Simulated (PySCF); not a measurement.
**Tl2: frontier orbitals**

r²SCANh at R = 3.129 Å; Tl def2-TZVPP with ECP60; scalar-relativistic core potentials (PySCF 2.14). State: ³Πu (triplet), unpaired electrons σ ↑, π ↑. Only the outer orbitals are listed.

```
spin  orbital  occ.  ε (eV)  main shells (%)
   α       σg     1  -11.28             96 s
   α       σu     1   -9.41             95 s
   α       σg     1   -3.96             96 p
   α       πu     1   -3.65             98 p
   α       πu     0   -2.71             98 p
   α       πg     0   -1.55             98 p
   α       πg     0   -1.15             98 p
   β       σg     1  -10.35             98 s
   β       σu     1   -8.67             97 s
   β       πu     0   -2.18             98 p
   β       σg     0   -1.83             97 p
   β       πu     0   -1.73             99 p
```

Question: Which are the highest filled and the lowest empty level, where do they sit, and how wide is the gap?

Answer: Highest filled α πu at -3.65 eV (in %: 98 p); lowest empty α πu at -2.71 eV (in %: 98 p); the gap at r²SCANh is 0.94 eV. Both belong to one degenerate shell, split only by its one-sided filling, so this is no excitation gap.

* bond order (Mayer): 1.07
* ⟨S²⟩: 2.010

These are scalar-relativistic numbers at best; spin–orbit coupling would shift them, the dissociation energy most. The state was picked by a PBE0 search and need not be the measured ground state.
